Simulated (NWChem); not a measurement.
C$_{2}$H$_{7}$OSi, doublet; SMILES C[SiH](C)[O]

No frequency run checked for a minimum.

Question: Give the equilibrium geometry at PBE-D3(BJ)/def2-SVP, spin-unrestricted (NWChem) as a list of bonds and angles, with the point group.

Answer: point group C1; any orientation.
Bonded distances (Å): C1–Si2 1.917, C1–H5 1.110, C1–H6 1.106, C1–H7 1.106, Si2–C3 1.885, Si2–O4 1.668, Si2–H8 1.511, C3–H9 1.108, C3–H10 1.109, C3–H11 1.110. Angles (°): Si2–C1–H5 106.3, Si2–C1–H6 110.0, Si2–C1–H7 110.9, H5–C1–H6 109.9, H5–C1–H7 109.7, H6–C1–H7 109.9, C1–Si2–C3 109.9, C1–Si2–O4 100.5, C1–Si2–H8 108.1, C3–Si2–O4 114.2, C3–Si2–H8 110.4, O4–Si2–H8 113.2, Si2–C3–H9 110.7, Si2–C3–H10 110.8, Si2–C3–H11 110.3, H9–C3–H10 108.3, H9–C3–H11 108.9, H10–C3–H11 107.9.
